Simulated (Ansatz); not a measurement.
Abridged output of a molecular run in Ansatz:

```
Functional definition: HF
1423 factors; integrals over basis functions are off by at most 8.3e-4 eV
mean field evaluation 1: about -117769.5481 eV, gradient 4.7e1 eV
mean field evaluation 2: about -117769.7269 eV, gradient 4.7e1 eV
mean field evaluation 4: about -117773.7921 eV, gradient 3.4e0 eV
mean field evaluation 8: about -117773.8433 eV, gradient 3.0e-1 eV
mean field -117773.84434601 eV, -4328.1089497368 hartree, gradient 6.3e-6 eV, S^2 0.000000; 0 other end points of the search recorded, 0 dependent functions left out
20 core orbitals not correlated: weight in the atoms' cores, before any rotation towards them, 1.000 or more for the frozen orbitals, at most 0.000 for the correlated occupied ones
reference -117773.84434601 eV, -4328.1089497368 hartree; 23, 23 occupied and 185, 185 virtual orbitals, 1423 factors
second order -27.33272695 eV of doubles, -0.00000000 eV of singles
cycle   1  -26.80359133 eV  change    5.3e-1 eV  update   1.3e-1
cycle   2  -27.62547424 eV  change   -8.2e-1 eV  update   3.9e-2
cycle   3  -27.78581864 eV  change   -1.6e-1 eV  update   1.9e-2
cycle   4  -27.76225388 eV  change    2.4e-2 eV  update   4.0e-3
cycle   5  -27.76035717 eV  change    1.9e-3 eV  update   1.8e-3
cycle   6  -27.76151885 eV  change   -1.2e-3 eV  update   4.9e-4
cycle   7  -27.76130484 eV  change    2.1e-4 eV  update   2.2e-4
cycle   8  -27.76121506 eV  change    9.0e-5 eV  update   7.3e-5
cycle   9  -27.76125155 eV  change   -3.6e-5 eV  update   2.7e-5
perturbative correction -0.92825356 eV, -0.0341126891 hartree
Total energy: -117802.53385112 eV, -4329.1632696031 hartree
```

Its atoms:

Cartesian coordinates in Å:
```
F 0.070 -0.872 -2.090
Ge 0.884 0.420 -1.252
O -0.121 0.840 0.116
Ge -0.857 -0.255 1.316
H 0.934 1.622 -2.196
H 2.229 -0.168 -0.804
H -2.217 -0.722 0.780
H -1.009 0.586 2.589
H 0.088 -1.450 1.541
```

(1) Which basis set was used?
A. def2-QZVPP
B. def2-TZVPPD
C. def2-SVP
D. def2-TZVPP

(2) Write the keys of the input that set method, charge and spin (a neutral closed shell needs none for the last two).

Results:

(1) D. It gives 228 functions.

(2) 
```yaml
correlation: {method: ccsd_t}
```
